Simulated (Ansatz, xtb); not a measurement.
## Relative energy of two structures of BLiNS2

Structure a is a doublet given by its coordinates and structure b is a doublet given by its coordinates. Both are isolated molecules in the gas phase, relaxed with B3LYP-D3(BJ)/def2-SVP.

a (Å):

```xyz
5

B     1.1607   -0.4028    0.7573
Li   -0.5901   -0.4420   -0.4047
N     0.9557    0.7569    0.1844
S     0.8931   -2.0058    1.1789
S     0.1318    1.8007   -0.7610
```

Close contacts (Å): B1–Li2 2.10, B1–N3 1.31, B1–S4 1.68, Li2–N3 2.04, Li2–S4 2.67, Li2–S5 2.38, N3–S5 1.63.

b (Å):

```yaml
atoms:
  - { symbol: B, position_ang: [-0.2944, 0.0618, 0.0609] }
  - { symbol: Li, position_ang: [0.2999, -1.7350, -0.8911] }
  - { symbol: N, position_ang: [-0.4306, -1.1571, 0.7922] }
  - { symbol: S, position_ang: [0.2575, 0.5356, -1.4973] }
  - { symbol: S, position_ang: [-0.9802, 0.1306, 1.7903] }
```

Close contacts (Å): B1–Li2 2.12, B1–N3 1.43, B1–S4 1.72, B1–S5 1.86, Li2–N3 1.92, Li2–S4 2.35, N3–S5 1.72.

Energies in hartree; the thermal terms are from B3LYP-D3(BJ)/def2-SVP harmonic frequencies (ideal gas, rigid rotor, one conformer each, 200 K, 1 atm) and include the zero-point energy:

```
                              a           b
E, CCSD(T)/def2-SVP  −881.924605  −881.927065
    E, MP2/def2-SVP  −881.874454  −881.875314
  E, MP2/def2-TZVPP  −882.416705  −882.417837
  zero-point energy     0.011809     0.011496
       H(200 K) − E     0.015705     0.015028
       G(200 K) − E    −0.007014    −0.006928
```

**Question.** Correct the CCSD(T) difference for the basis set by the MP2 change, then work out ΔE, ΔE₀, ΔH and ΔG for a → b in kJ/mol (1 Eh = 2625.50 kJ/mol) and the equilibrium ratio [b]/[a].

**Answer.** 1. Differences b − a: CCSD(T) −0.002460, MP2 in the small set −0.000860, MP2 in the large set −0.001132 Eh.
2. ΔE = −0.002460 + (−0.001132 − (−0.000860)) = −0.002732 Eh = −7.17 kJ/mol.
3. ΔE₀ = ΔE + ΔZPE = −0.002732 + (−0.000313) Eh = −7.99 kJ/mol.
4. ΔH = ΔE + (−0.000677) Eh = −8.95 kJ/mol.
5. ΔG = ΔE + (+0.000086) Eh = −6.95 kJ/mol, so ΔS = (ΔH − ΔG)/T = −10.0 J/(mol K).
6. kT = 0.6334 mEh, so K = [b]/[a] = exp(−ΔG/kT) = exp(+4.18) ≈ 65.

Structure b is favoured at this temperature. An error of 4 kJ/mol in ΔG would change K by a factor of 11. B3LYP-D3(BJ)/def2-SVP, HF/def2-SVP gave ΔE the other sign. Mirror images and further conformers aren't counted.

Other levels gave ΔE = +17.0 (B3LYP-D3(BJ)/def2-SVP); +12.5 (HF/def2-SVP); −2.3 (MP2/def2-SVP); −6.5 (CCSD(T)/def2-SVP) kJ/mol. Open shells are spin-unrestricted. The correlated steps freeze 12 core orbitals; the last core shell of Li is correlated, in a basis made for valence electrons. Programs: Ansatz 0.2.0.
